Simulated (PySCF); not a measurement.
How methods differ on the ionisation energy of In

In [Kr] 4d10 5s2 5p1 (2P) → In⁺ [Kr] 4d10 5s2 (1S), as a difference of total energies. All numbers are calculated (PySCF 2.14, a scalar-relativistic core potential, in aug-cc-pVTZ-PP with ECP28MDF (6s5p4d2f, 55 functions)). Correlated levels: valence: 4s2 4p6 4d10 frozen. The calculations carry no spin-orbit coupling.

```tsv
method	ionisation energy (eV)
UHF	5.214
MP2 (valence)	5.401
SCS-MP2 (valence)	5.385
CCSD (valence)	5.457
CCSD(T) (valence)	5.478
CCSDT (valence)	5.486
```

Task: How much does correlation contribute at CCSD(T) (valence)?

Result: 5.478 − (5.214) = 0.264 eV, measured against UHF.

Errors of the correlated levels include the incompleteness of this basis and the frozen core.

For comparison: 5.603 eV (measured; NIST levels, between the centres of gravity of the two terms).
